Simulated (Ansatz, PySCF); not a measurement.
The pair A = CH4 (SMILES C) (first 5 atoms), B = C3H4 (SMILES C=C=C); geometry from B3LYP-D3(BJ)/def2-TZVP.
(charge 0, multiplicity 1):
```xyz
12

C     -0.204    -0.044    -0.291
H      0.372    -0.099    -1.213
H     -0.758     0.894    -0.267
H     -0.902    -0.880    -0.252
H      0.468    -0.091     0.564
C      1.435    -0.046     3.655
C      0.145     0.032     3.512
C     -1.144     0.109     3.362
H      1.934    -1.002     3.761
H      2.054     0.844     3.674
H     -1.595     0.092     2.377
H     -1.806     0.193     4.216
```

Rows in 6-31G* carry no dispersion term and start afresh at each structure (6-31G* with six Cartesian d functions). MP2/6-31G* freezes PySCF's default core.

The values were computed with Ansatz (Gaussian orbitals); PySCF for 6-31G* rows. Each number belongs to the level named beside it.

Total energies (hartree), monomers frozen at their geometry in the pair:

```
structure              HF/aug-cc-pVDZ  B3LYP/6-31G*    MP2/6-31G*
---------------------  --------------  ------------  ------------
AB                       -156.0759330  -157.1761975  -156.5676232
A in the pair's basis     -40.1998813   -40.5185547   -40.3328135
B in the pair's basis    -115.8770860  -116.6581480  -116.2345780
A                         -40.1996312   -40.5183395   -40.3325490
B                        -115.8768457  -116.6574774  -116.2336904
```

### Question
Work out the interaction energy without and with the counterpoise correction, and the superposition error, for each level.

### Answer

E(AB) − E(A) − E(B), times 627.509 kcal/mol, with the monomers in their own basis and then in the pair's basis:
- HF/aug-cc-pVDZ: 0.34 uncorrected, 0.65 corrected; the monomers gain 0.31 kcal/mol from borrowed functions
- B3LYP/6-31G*: -0.24 uncorrected, 0.32 corrected; the monomers gain 0.56 kcal/mol from borrowed functions
- MP2/6-31G*: -0.87 uncorrected, -0.15 corrected; the monomers gain 0.72 kcal/mol from borrowed functions

Ansatz is a first-principles code.
